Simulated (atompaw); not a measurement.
# u(r) = r·R(r): atom against pseudo-atom (chlorine (Cl))

Columns: radius, all-electron u(r) and pseudo u(r) of the 3p shell (level -31.77 eV) of chlorine in the configuration [Ne] 3s2 3p3; LDA (PW92), non-relativistic, PAW (atompaw) scheme, atompaw 4.2.0.5.

```
r (bohr)  all-electron   pseudo
   0.056        0.1001  -0.0040
   0.112        0.2548  -0.0161
   0.167        0.3651  -0.0354
   0.223        0.4140  -0.0624
   0.279        0.4046  -0.0962
   0.335        0.3504  -0.1362
   0.390        0.2672  -0.1807
   0.446        0.1637  -0.2303
   0.502        0.0506  -0.2835
   0.558       -0.0651  -0.3390
   0.613       -0.1763  -0.3949
   0.669       -0.2837  -0.4520
   0.725       -0.3828  -0.5083
   0.781       -0.4724  -0.5627
   0.837       -0.5518  -0.6142
   0.892       -0.6195  -0.6611
   0.948       -0.6783  -0.7044
   1.004       -0.7272  -0.7426
   1.060       -0.7667  -0.7751
   1.115       -0.7971  -0.8012
   1.171       -0.8200  -0.8217
   1.227       -0.8356  -0.8362
   1.283       -0.8446  -0.8448
   1.338       -0.8479  -0.8479
   1.394       -0.8461  -0.8461
   1.450       -0.8398  -0.8398
```

Q: How many radial nodes do the two functions have?

A: The all-electron 3p function has n − l − 1 = 1; the pseudo-wave has 0, since the states of the same l below it are removed with the core.

Q: Where does each function peak?

A: Outermost all-electron maximum near 1.34 bohr, pseudo maximum near 1.34 bohr (to the table’s step).

Q: Is the pseudo-wave norm-conserving?

A: No, it belongs to a PAW set: the norm inside the radius is not constrained, and the difference is carried by the augmentation charge.
